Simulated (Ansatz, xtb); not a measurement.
A geometry optimisation of CH2B2ClF2 with r2SCAN-D4/def2-SVP

The starting geometry of this gas-phase doublet was built from a drawn formula by distance geometry and a force field; its bonds are those of `[BH][C@H](F)B(F)Cl`.

```yaml
atoms:
  - { symbol: C, position_ang: [-0.1566, -1.5302, 3.0277] }
  - { symbol: B, position_ang: [-1.4172, -2.0029, 3.8454] }
  - { symbol: B, position_ang: [-0.4888, -0.1345, 2.2900] }
  - { symbol: Cl, position_ang: [-0.3748, -0.0535, 0.4449] }
  - { symbol: F, position_ang: [0.8695, -1.3194, 3.9062] }
  - { symbol: F, position_ang: [-0.7396, 1.0131, 3.0293] }
  - { symbol: H, position_ang: [-1.3827, -3.0201, 4.4337] }
  - { symbol: H, position_ang: [0.1066, -2.2963, 2.2952] }
```

Q: Where would you expect an optimisation with r2SCAN-D4/def2-SVP to take it?

A: It keeps its bonds, and is `[BH][C@H](F)B(F)Cl`.

The energy falls by 0.77 eV over 12 steps:

| step | E − E(last) (eV) |
| --- | --- |
| 1 | 0.774 |
| 2 | 0.438 |
| 3 | 0.350 |
| 5 | 0.069 |
| 6 | 0.021 |
| 7 | 0.006 |
| 8 | 0.002 |
| 10 | 0.000 |
| 11 | 0.000 |
| 12 | 0.000 |

Final geometry (Å):

```xyz
8

C    -0.0264   -1.5371    3.0535
B    -1.3172   -2.2910    3.3861
B    -0.4368   -0.1900    2.3336
Cl   -1.0484   -0.1719    0.6867
F     0.8382   -1.2838    4.1280
F    -0.3242    0.9506    2.9785
H    -1.7705   -2.6825    4.4268
H     0.5018   -2.1382    2.2793
```

From the same start GFN2-xTB ends elsewhere, at `F[CH]BB(F)Cl`.

No frequencies were run, so the end isn't proven a minimum. Open shells are spin-unrestricted. Run with Ansatz 0.2.0, 48 s on 2 threads of Intel(R) Xeon(R) Platinum 8488C (Sapphire Rapids), on a shared host.
